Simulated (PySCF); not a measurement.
## Polarisability and C₆ of Br⁺ (bromine, charge +1)

[Ar] 3d10 4s2 4p3 5s1, high-spin 5S determinant (an excited configuration). All numbers are calculated (PySCF 2.14, a scalar-relativistic core potential, in aug-cc-pwCVTZ-PP with ECP10MDF). Coupled (time-dependent) response in atomic units; α is the mean over directions.

```json
{"method": "PW91", "mean α (bohr³)": "125.4", "C₆ (like pair)": "1264", "S(−4)": "12970"}
```

S(−4) is the Cauchy moment in α(ω) = α(0) + S(−4) ω² + …

α(iu) at PW91:

```csv
u (hartree),α(iu) (bohr³)
0,125.4
0.0500,99.95
0.100,63.74
0.200,29.36
0.300,17.84
0.500,9.805
0.750,6.019
1.00,4.121
1.50,2.301
2.00,1.491
3.00,0.8087
5.00,0.3842
```

A single London oscillator, α(iu) = α/(1 + u²/ω²), gives C₆ = (3/4) ω α². Matching the computed C₆ needs ω = 4 × 1264 / (3 × 125.4²) = 0.107 hartree.

For an ion, C₆ is the dispersion term alone; charge-induced terms of lower order in 1/R come first.

Energies and moments cover only the electrons outside the core potential. The outer electron is Rydberg-like, and this basis confines it to a smaller radius and binds it less than a complete one would.
